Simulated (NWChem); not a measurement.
Molecule: AlBr₃; SMILES [Br][Al]([Br])[Br]

Results from NWChem. All runs use the structure optimised with PBE0/def2-SVP. Level PBE/def2-TZVP: single points from the atomic guess with DIIS by default; each run changes one setting, and all converged runs end within 0.3 mHa of each other. cgmin counts macro-iterations, each dearer than a DIIS step.

```csv
setting,SCF iterations
defaults,8
70 % damping for 30 cycles,33
DIIS on 20 Fock matrices,8
occupation smearing of 0.005 Ha,8
DIIS on 3 Fock matrices,9
quadratically convergent solver (cgmin),5
```
